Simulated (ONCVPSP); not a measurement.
**An all-electron radial function and its pseudo partner (Ar (Z = 18))**

Columns: radius, all-electron u(r) and pseudo u(r) of the 2p shell (level -229.89 eV) of argon in the configuration [He] 2s2 2p6 3s2 3p6; PBE, scalar-relativistic, ONCV scheme, ONCVPSP 4.0.1.

```csv
r (bohr),all-electron,pseudo
0.035,0.1693,0.0503
0.070,0.4949,0.1912
0.105,0.8323,0.4072
0.140,1.1183,0.6701
0.175,1.3332,0.9488
0.210,1.4746,1.2118
0.245,1.5515,1.4325
0.280,1.5753,1.5920
0.315,1.5579,1.6815
0.350,1.5094,1.6998
0.385,1.4391,1.6554
0.420,1.3548,1.5631
0.455,1.2621,1.4387
0.490,1.1656,1.2990
0.525,1.0687,1.1577
0.560,0.9738,1.0247
0.595,0.8826,0.9062
0.630,0.7962,0.8039
0.665,0.7155,0.7165
0.700,0.6408,0.6406
0.735,0.5722,0.5720
0.770,0.5095,0.5094
0.805,0.4530,0.4528
0.840,0.4017,0.4016
0.875,0.3557,0.3556
0.910,0.3145,0.3144
```

**Question.** How many radial nodes do the two functions have?

**Answer.** The all-electron 2p function has n − l − 1 = 0; the pseudo-wave has 0.

**Question.** At about which radius was the pseudo-wave matched?

**Answer.** 0.70 bohr, where the columns begin to agree (steps of 0.04 bohr).

**Question.** Is the pseudo-wave norm-conserving?

**Answer.** Yes: the ONCV scheme keeps the norm inside the radius equal to the all-electron one, which fixes the energy derivative of the logarithmic derivative at the level.
